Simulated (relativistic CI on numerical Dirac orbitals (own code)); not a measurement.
**Transition arrays of Tb XXVIII**

These numbers are calculated, not measured: Dirac-Coulomb-Breit CI, separate exchange-only KLI orbitals for each configuration, a model potential for QED, valence Slater integrals scaled by 0.9, whole transition arrays (own radial code, finite nucleus).

Configurations in the expansion (outside the closed core [Ar] 3d10 4s2): 4p⁶4d², 4p⁶4d4f, 4p⁵4d³, 4p⁶4d5p, 4p⁶4d5f. Levels of other configurations are missing.

All E1 lines from the levels of 4p⁶4d²; mean and standard deviation are weighted by gf, and upper levels are sorted by their leading configuration.

| Upper configuration | Lines | Σgf | Mean (eV) | Mean (nm) | σ (eV) | Strongest line (nm) |
| --- | --- | --- | --- | --- | --- | --- |
| 4p⁶4d4f | 54 | 37.7 | 171.54 | 7.228 | 11.35 | 6.861 |
| 4p⁵4d³ | 493 | 181.7 | 181.41 | 6.835 | 14.46 | 6.593 |
| 4p⁶4d5p | 60 | 9.0 | 337.70 | 3.671 | 5.27 | 3.637 |
| 4p⁶4d5f | 81 | 24.9 | 467.21 | 2.654 | 4.43 | 2.663 |

Σgf per state of the lower configuration in bins of 0.2 nm over the central range (centre: value): 2.7: 0.55, 3.7: 0.19, 6.3: 0.22, 6.5: 1.96, 6.7: 0.59, 6.9: 1.10, 7.1: 0.13, 7.3: 0.06, 7.5: 0.05, 7.7: 0.07, 7.9: 0.18, 8.1: 0.10, 8.3: 0.12, 8.5: 0.07, 8.7: 0.09.

Task: How do configuration mixing and the scaling of the Slater integrals move the arrays?

Result: Slater scale 0.9, no configuration mixing: 4p⁶4d4f 162.0 ± 5.7 eV (Σgf 49.0), 4p⁵4d³ 172.9 ± 18.4 eV (Σgf 157.9), 4p⁶4d5p 337.8 ± 5.3 eV (Σgf 9.9), 4p⁶4d5f 467.2 ± 4.4 eV (Σgf 24.8); Slater scale 1: 4p⁶4d4f 175.4 ± 11.3 eV (Σgf 33.8), 4p⁵4d³ 184.2 ± 14.5 eV (Σgf 189.5), 4p⁶4d5p 337.7 ± 5.4 eV (Σgf 8.9), 4p⁶4d5f 467.2 ± 4.5 eV (Σgf 24.9); Slater scale 0.8: 4p⁶4d4f 167.9 ± 11.2 eV (Σgf 40.3), 4p⁵4d³ 178.6 ± 14.4 eV (Σgf 175.2), 4p⁶4d5p 337.7 ± 5.2 eV (Σgf 9.1), 4p⁶4d5f 467.2 ± 4.3 eV (Σgf 24.8). With mixing, levels are counted to their leading configuration, so an array can shrink or vanish into another, and the sums then hold other lines.
